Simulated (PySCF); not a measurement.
Atoms are numbered as in `[CH3:1][O:2]/[CH:3]=[P:4]\[CH2:5][O:6][CH3:7]`; H(Xn) means a hydrogen on atom n.

Geometry: PBE0-D3(BJ)/def2-SVP; GIAO shifts from PySCF 2.14.0 with density-fitted response routines, gas phase, non-relativistic, averaged over equivalent atoms.

At B97-2/pcSseg-1 (171 basis functions, 17 s wall time on 1 thread of an Arm Neoverse V2, shared host):
```json
{"atoms": "C3", "δ (ppm)": "203.0"}
{"atoms": "C5", "δ (ppm)": "67.0"}
{"atoms": "C1", "δ (ppm)": "60.5"}
{"atoms": "C7", "δ (ppm)": "57.7"}
{"atoms": "O2", "δ (ppm)": "168.8"}
{"atoms": "O6", "δ (ppm)": "33.8"}
{"atoms": "P4", "δ (ppm)": "124.8"}
{"atoms": "H(C3)", "δ (ppm)": "7.91"}
{"atoms": "H(C5)", "δ (ppm)": "4.08"}
{"atoms": "H(C1)", "δ (ppm)": "3.71"}
{"atoms": "H(C7)", "δ (ppm)": "3.24"}
```

Referencing at the same level of theory: 13C (σ = 183.69 ppm) and 1H (σ = 31.38 ppm) against TMS; 17O (σ = 331.62 ppm) vs H2O; H3PO4 for 31P (σ = 316.18 ppm).

**Question.** Estimate the result of repeating the calculation with PBE0/pcSseg-1.

**Answer.** 
```csv
atoms,δ at PBE0/pcSseg-1,change
C3,207.8,+4.8
C5,67.5,+0.5
C1,60.9,+0.4
C7,58.1,+0.4
O2,171.3,+2.5
O6,32.8,-1.0
P4,125.0,+0.2
H(C3),7.96,+0.05
H(C5),4.09,+0.01
H(C1),3.72,+0.01
H(C7),3.25,+0.01
```

Scale: 13C (184.41 ppm) and 1H (31.27 ppm) against TMS; 17O (334.56 ppm) vs H2O; 31P (310.13 ppm) vs H3PO4 (reference shieldings calculated alike).

The largest change is at C3 (carbon double-bonded to a heavier main-group atom). Cost: 171 basis functions, 18 s wall time on 1 thread of an Arm Neoverse V2, shared host. The order of the carbon signals is the same at both levels.

Experimental scales use liquid or dissolved standards, which lie at an offset from isolated H2O (liquid H2O: subtract about 36 ppm) and H3PO4.
